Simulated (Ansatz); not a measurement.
Input for Ansatz (a program for electronic structure): R-wB97M-V/def2-TZVPP on BH3OS (SMILES OBS), a point of a torsion scan.

Ansatz 0.2 input:
```yaml
crystal:
  periodic: [false, false, false]
  atoms:
    - {symbol: O, position_ang: [-1.16389443, -0.65841746, 0.02887158]}
    - {symbol: B, position_ang: [-0.18284461, 0.21535257, 0.09113009]}
    - {symbol: S, position_ang: [1.47282232, -0.42892907, 0.64178048]}
    - {symbol: H, position_ang: [-2.04745975, -0.39056898, -0.22680561]}
    - {symbol: H, position_ang: [-0.29147190, 1.36290974, -0.15691379]}
    - {symbol: H, position_ang: [1.86877936, -0.72533312, -0.58812983]}
basis:
  gaussian:
    orbitals: def2-TZVPP
hamiltonian:
  xc: {name: wB97M-V}
scf: {lower_state_search: off}
```

The head of its log:

```
WARN ansatz: RAYON_NUM_THREADS=1 ignored (pool sized by the plan → 1); use --threads N
Functional definition: wB97M-V
these checks for a lower state are left out or cut short: stability, starts, cluster_reference, orbital_swaps, neighbouring_geometries, increment
integrals: 0.07 GiB planned
788 factors; their error is unknown
integrals: 0.10 GiB planned
180 factors; integrals over basis functions are off by at most 1.2e-5 eV
mean field: 0.62 GiB planned
mean field evaluation 1: about -13605.6732 eV, gradient 4.4e1 eV
mean field evaluation 2: about -13605.2918 eV, gradient 4.9e1 eV
```

**Question.** Predict the final total energy.

**Answer.** -500.1202 hartree.
